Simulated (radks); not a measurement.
Problem. Valence configurations of the antimony ion Sb+ (all share [Kr]). Calculated with a radial shooting solver on a logarithmic mesh with Libxc functionals: scalar-relativistic Kohn-Sham, PBE, spin-polarised, spherical densities, point nucleus; open shells are filled with parallel spins first (spin-orbit coupling, left out, can overturn this in heavy ions). Order these by energy: 4d7 5s2 5p5; 4d8 5s1 5p5; 4d10 5s1 5p3; 4d9 5p5; 4d8 5s2 5p4; 4d7.5 5s1.5 5p5; 4d10 5s2 5p2; 4d9 5s2 5p3; 4d10 5p4; 4d9 5s1.5 5p3.5.

Solution. From the lowest, in eV above it: 4d10 5s2 5p2 0.000; 4d10 5s1 5p3 6.494; 4d10 5p4 17.658; 4d9 5s2 5p3 31.107; 4d9 5s1.5 5p3.5 35.814; 4d9 5p5 51.815; 4d8 5s2 5p4 68.549; 4d8 5s1 5p5 78.571; 4d7.5 5s1.5 5p5 93.909; 4d7 5s2 5p5 109.95. NIST lists [Kr] 4d10 5s2 5p2 as the ground configuration; this level of theory agrees among the configurations tried. The energies are those of spherical high-spin densities, not of single terms.
